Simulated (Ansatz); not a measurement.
`C[Si](C)(C)C#Cc1cnc(-c2cnc(-c3cnc(C#C[Si](C)(C)C)nc3)nc2)nc1`. The state is a triplet with charge 0. Geometry r2SCAN-D4/def2-SVP, that of the neutral singlet; atoms count from 1.

Cartesian coordinates in Å:
```
C -5.0457 8.8045 3.1962
Si -3.4536 9.0157 2.2229
C -3.7677 9.9301 0.6133
C -2.1537 9.8983 3.2518
C -2.8088 7.3321 1.8084
C -2.3809 6.2136 1.5316
C -1.8874 4.9254 1.2138
C -1.7897 3.8905 2.1725
N -1.3289 2.6845 1.8760
C -0.9438 2.4633 0.6064
C -0.4324 1.1256 0.2764
C -0.0050 0.7849 -1.0201
N 0.4584 -0.4218 -1.3226
C 0.5065 -1.3273 -0.3285
C 1.0183 -2.6655 -0.6582
C 1.4451 -3.0058 -1.9553
N 1.9096 -4.2114 -2.2623
C 1.9550 -5.1121 -1.2606
C 2.4563 -6.4149 -1.5803
C 2.8858 -7.5312 -1.8540
Si 3.5311 -9.2126 -2.2673
C 2.3778 -9.9757 -3.5389
C 5.2613 -9.0113 -2.9708
C 3.5629 -10.2360 -0.6935
N 1.5756 -4.8998 0.0153
C 1.1136 -3.6887 0.3032
N 0.1230 -1.1086 0.9426
C -0.3390 0.1008 1.2358
N -0.9904 3.3717 -0.3842
C -1.4514 4.5772 -0.0857
H -4.8709 8.2422 4.1274
H -5.8019 8.2593 2.6088
H -5.4683 9.7867 3.4665
H -4.1542 10.9438 0.8112
H -2.8414 10.0290 0.0249
H -4.5078 9.4000 -0.0075
H -2.4967 10.9106 3.5237
H -1.2070 9.9977 2.6970
H -1.9435 9.3491 4.1835
H -2.1064 4.0704 3.2076
H -0.0467 1.5325 -1.8208
H 1.3980 -2.2582 -2.7558
H 1.3537 -10.0654 -3.1424
H 2.3338 -9.3607 -4.4520
H 2.7237 -10.9840 -3.8216
H 5.6885 -9.9920 -3.2395
H 5.2489 -8.3839 -3.8764
H 5.9341 -8.5354 -2.2395
H 3.9437 -11.2515 -0.8933
H 4.2115 -9.7717 0.0667
H 2.5532 -10.3288 -0.2621
H 0.7986 -3.4948 1.3352
H -0.6526 0.2921 2.2687
H -1.4920 5.3177 -0.8944
```

Single mean-field runs in def2-TZVP are fitted with def2-universal-jkfit. At PBE0-D4/def2-TZVP a singlet of charge 0 lies 2.78 eV below the triplet at the same geometry.

Q: Estimate the Mulliken populations of the heavy atoms from the PBE0/def2-TZVP orbitals of Ansatz.

A: 
```json
{"atom": "C1", "charge (e)": "-0.48", "spin (α − β)": "0.00"}
{"atom": "Si2", "charge (e)": "0.33", "spin (α − β)": "0.00"}
{"atom": "C3", "charge (e)": "-0.48", "spin (α − β)": "0.00"}
{"atom": "C4", "charge (e)": "-0.48", "spin (α − β)": "0.01"}
{"atom": "C5", "charge (e)": "0.05", "spin (α − β)": "0.28"}
{"atom": "C6", "charge (e)": "0.01", "spin (α − β)": "-0.13"}
{"atom": "C7", "charge (e)": "-0.10", "spin (α − β)": "0.33"}
{"atom": "C8", "charge (e)": "-0.10", "spin (α − β)": "-0.04"}
{"atom": "N9", "charge (e)": "-0.22", "spin (α − β)": "0.11"}
{"atom": "C10", "charge (e)": "0.22", "spin (α − β)": "0.12"}
{"atom": "C11", "charge (e)": "0.07", "spin (α − β)": "0.27"}
{"atom": "C12", "charge (e)": "-0.10", "spin (α − β)": "0.12"}
{"atom": "N13", "charge (e)": "-0.21", "spin (α − β)": "0.00"}
{"atom": "C14", "charge (e)": "0.21", "spin (α − β)": "0.30"}
{"atom": "C15", "charge (e)": "0.06", "spin (α − β)": "0.01"}
{"atom": "C16", "charge (e)": "-0.08", "spin (α − β)": "0.14"}
{"atom": "N17", "charge (e)": "-0.19", "spin (α − β)": "-0.06"}
{"atom": "C18", "charge (e)": "-0.10", "spin (α − β)": "0.20"}
{"atom": "C19", "charge (e)": "0.04", "spin (α − β)": "-0.09"}
{"atom": "C20", "charge (e)": "0.12", "spin (α − β)": "0.18"}
{"atom": "Si21", "charge (e)": "0.34", "spin (α − β)": "0.00"}
{"atom": "C22", "charge (e)": "-0.48", "spin (α − β)": "0.00"}
{"atom": "C23", "charge (e)": "-0.48", "spin (α − β)": "0.00"}
{"atom": "C24", "charge (e)": "-0.48", "spin (α − β)": "0.00"}
{"atom": "N25", "charge (e)": "-0.19", "spin (α − β)": "-0.06"}
{"atom": "C26", "charge (e)": "-0.08", "spin (α − β)": "0.14"}
{"atom": "N27", "charge (e)": "-0.21", "spin (α − β)": "0.00"}
{"atom": "C28", "charge (e)": "-0.10", "spin (α − β)": "0.12"}
{"atom": "N29", "charge (e)": "-0.22", "spin (α − β)": "0.11"}
{"atom": "C30", "charge (e)": "-0.10", "spin (α − β)": "-0.04"}
```
Mulliken values and Mayer orders depend strongly on the basis.

Q: Where does the spin sit?

A: Summed by element: C 1.93, Si -0.01, N 0.10, H -0.02, of 2 unpaired in all. Largest on single atoms: C7 0.33, C14 0.30, C5 0.28.

Q: And the Mayer bond orders between bonded heavy atoms (over 0.3)?

A: C1–Si2 1.01 (1.88 Å); Si2–C3 1.01 (1.88 Å); Si2–C4 1.01 (1.88 Å); Si2–C5 0.97 (1.85 Å); C5–C6 2.44 (1.23 Å); C6–C7 1.26 (1.42 Å); C7–C8 1.22 (1.41 Å); C7–C30 1.22 (1.41 Å); C8–N9 1.67 (1.32 Å); N9–C10 1.29 (1.34 Å); C10–C11 1.18 (1.47 Å); C10–N29 1.29 (1.34 Å); C11–C12 1.14 (1.41 Å); C11–C28 1.14 (1.41 Å); C12–N13 1.70 (1.33 Å); N13–C14 1.27 (1.35 Å); C14–C15 1.11 (1.47 Å); C14–N27 1.27 (1.35 Å); C15–C16 1.24 (1.41 Å); C15–C26 1.24 (1.41 Å); C16–N17 1.59 (1.33 Å); N17–C18 1.39 (1.35 Å); C18–C19 1.41 (1.43 Å); C18–N25 1.39 (1.35 Å); C19–C20 2.51 (1.23 Å); C20–Si21 0.97 (1.85 Å); Si21–C22 1.01 (1.88 Å); Si21–C23 1.01 (1.88 Å); Si21–C24 1.01 (1.88 Å); N25–C26 1.59 (1.33 Å); N27–C28 1.70 (1.33 Å); N29–C30 1.67 (1.32 Å).
